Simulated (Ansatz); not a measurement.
Basis-set series for `[O]1[SiH2][GaH]1`. Charge 0, multiplicity 1. The geometry is a stationary point of PBE0-D4/def2-TZVP.

| atom | x (Å) | y (Å) | z (Å) |
| --- | --- | --- | --- |
| O1 | 0.1159 | 1.0168 | 0.5261 |
| Si2 | -0.1376 | 0.1973 | -0.8770 |
| Ga3 | 0.1642 | -0.7900 | 1.1458 |
| H4 | 0.9182 | 0.2728 | -1.9229 |
| H5 | -1.4653 | 0.3428 | -1.5330 |
| H6 | 0.4047 | -1.0396 | 2.6610 |

```json
{"functional": "PBE0-D4", "basis": "def2-SVP", "functions": "79", "energy (Eh)": "-2290.51721", "HOMO (eV)": "-6.46", "LUMO (eV)": "-1.59"}
{"functional": "PBE0-D4", "basis": "def2-QZVPP", "functions": "306", "energy (Eh)": "-2291.02579", "HOMO (eV)": "-6.52", "LUMO (eV)": "-1.72"}
{"functional": "ωB97M-V", "basis": "def2-SVP", "functions": "79", "energy (Eh)": "-2290.81856", "HOMO (eV)": "-8.46", "LUMO (eV)": "0.20"}
{"functional": "ωB97M-V", "basis": "def2-QZVPP", "functions": "306", "energy (Eh)": "-2291.32635", "HOMO (eV)": "-8.54", "LUMO (eV)": "-0.08"}
```

Problem. Give the rows for def2-TZVPP. (Estimate.)

Solution. Computed: 
```tsv
functional	basis	functions	energy (Eh)	HOMO (eV)	LUMO (eV)
PBE0-D4	def2-TZVPP	163	-2290.96743	-6.49	-1.67
ωB97M-V	def2-TZVPP	163	-2291.27030	-8.51	0.09
```

Positive LUMOs are unbound and depend on the basis. Scalar relativity is left out up to krypton.
